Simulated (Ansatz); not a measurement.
Two isomers of CH7GeNSi: A = `[SiH3][GeH]1[CH2][NH]1`, B = `[GeH3][CH]1N[SiH2]1`.

Computed with Ansatz on PBE0-D4/def2-TZVP structures; ΔE is electronic, products minus reactants. CCSD(T)/CBS adds triple-zeta CCSD(T) − MP2 to the extrapolated MP2 energy (def2 sets, frozen cores). Functionals use def2-TZVPP. B3LYP here is the variant with VWN-RPA as its local correlation; programs differ in this. For Ge outer-core shells are correlated without core-valence functions, which leaves a few kJ/mol of doubt a bond. Scalar relativity is left out up to krypton.

A:

Z-matrix (Å, degrees):
```
Si
Ge 1 2.352
H 1 1.486 2 111.2
H 1 1.487 2 106.4 3 -119.2
H 1 1.486 2 111.7 3 121.6
C 2 1.933 1 117.0 3 105.7
N 2 1.899 1 114.7 3 155.8
H 2 1.529 1 123.0 3 -64.7
H 6 1.088 2 117.7 1 -12.8
H 6 1.086 2 118.1 1 -155.3
H 7 1.014 2 112.9 1 0.8
```

B:

```xyz
11

Ge   -0.820    1.147   -1.025
C    -0.061    0.236    0.517
N     1.382   -0.169    0.357
Si    0.363   -1.543    0.587
H    -2.343    1.301   -0.844
H    -0.194    2.544   -1.201
H    -0.539    0.313   -2.286
H    -0.332    0.671    1.480
H     2.008    0.182    1.068
H     0.312   -2.215    1.905
H     0.224   -2.468   -0.557
```

(1) Which isomer does CCSD(T)/CBS put lower? Give the gap. (Best estimate.)

(2) Give E(B) − E(A) in kcal/mol with B3LYP-D4, PBE0-D4, B2PLYP, r2SCAN-D4, HF/def2-TZVPP, CCSD/def2-TZVPP, ωB97M-V. (Best estimate.)

Largest T1 diagnostic: 0.013.

Answers

(1) The calculation gave: B, by 0.6 kcal/mol.

(2) Ansatz gave: B3LYP-D4 -1.5, PBE0-D4 -0.7, B2PLYP -1.4, r2SCAN-D4 -0.7, HF/def2-TZVPP -5.9, CCSD/def2-TZVPP -2.3, ωB97M-V -3.5. None reverses the order clearly.

In def2-TZVPP, CCSD(T) changes the Hartree–Fock value by +4.6 kcal/mol (the triples alone add +1.0 kcal/mol) and MP2 by +4.2 kcal/mol. From PBE to PBE0 (25 % exact exchange), in def2-TZVPP and without D4, E(B) − E(A) moves by −1.8 kcal/mol.
